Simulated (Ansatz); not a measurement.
`CS[Si]O` + H₂S → `O[Si]S` + CH₃SH  (ligand exchange at the Si–S bond)

Computed with Ansatz on PBE0-D4/def2-TZVP structures; ΔE is electronic, products minus reactants. CCSD(T)/CBS is frozen-core, at the limit of the def2 triple- and quadruple-zeta sets. Functionals use def2-TZVPP. B3LYP here is the variant with VWN-RPA as its local correlation; programs differ in this. One conformer a species, not always the lowest.

`CS[Si]O`:

Z-matrix (Å, degrees):
```
C
S 1 1.813
H 1 1.089 2 109.1
H 1 1.089 2 109.1 3 -119.7
H 1 1.092 2 110.5 3 120.1
Si 2 2.146 1 99.6 3 -120.1
O 6 1.649 2 101.1 1 180.0
H 7 0.961 6 121.6 2 -0.0
```

H₂S:

```xyz
3

S    -0.560   -0.262    0.042
H     0.678   -0.740   -0.153
H    -0.118    1.002    0.112
```

`O[Si]S`:

```xyz
5

O     1.356   -0.352    0.059
Si    0.512    0.155   -1.260
S    -1.503    0.490   -0.510
H     0.961   -0.449    0.929
H    -1.326    0.155    0.781
```

CH₃SH:

Cartesian coordinates in Å:
```
C 0.325 0.277 -0.242
S -1.170 -0.720 -0.069
H 0.294 1.159 0.397
H 0.354 0.603 -1.282
H 1.222 -0.307 -0.037
H -1.025 -1.013 1.232
```

```csv
level,ΔE (kcal/mol),difference from CCSD(T)/CBS
PBE-D4,3.2,0.1
r2SCAN-D4,3.3,0.2
PBE0-D4,3.1,0.0
B3LYP-D4,2.7,-0.4
ωB97X-V,2.7,-0.4
ωB97M-V,2.6,-0.5
B2PLYP,2.5,-0.6
PBE,2.7,-0.4
r2SCAN,3.2,0.1
PBE0,2.7,-0.4
B3LYP,1.9,-1.2
HF/def2-TZVPP,1.3,-1.8
MP2/def2-TZVPP,3.5,0.4
SCS-MP2/def2-TZVPP,2.8,-0.3
CCSD/def2-TZVPP,2.5,-0.6
CCSD(T)/def2-TZVPP,2.9,-0.2
HF/def2-QZVPP,1.3,-1.8
MP2/def2-QZVPP,3.6,0.5
SCS-MP2/def2-QZVPP,3.0,-0.1
CCSD/def2-QZVPP,2.6,-0.5
CCSD(T)/def2-QZVPP,3.0,-0.1
HF/CBS(def2),1.3,-1.8
MP2/CBS(def2),3.7,0.6
CCSD/CBS(def2),2.7,-0.4
CCSD(T)/CBS,3.1,0
```

Largest T1 diagnostic among the species: 0.015.

In def2-TZVPP, CCSD(T) changes the Hartree–Fock value by +1.6 kcal/mol (the triples alone add +0.4 kcal/mol) and MP2 by +2.2 kcal/mol. The D4 term adds +0.8 kcal/mol with B3LYP and +0.5 kcal/mol with PBE0; it sums over pairs of atoms, weighted by their polarisabilities, and B3LYP, whose exchange is more repulsive, gets the larger term.
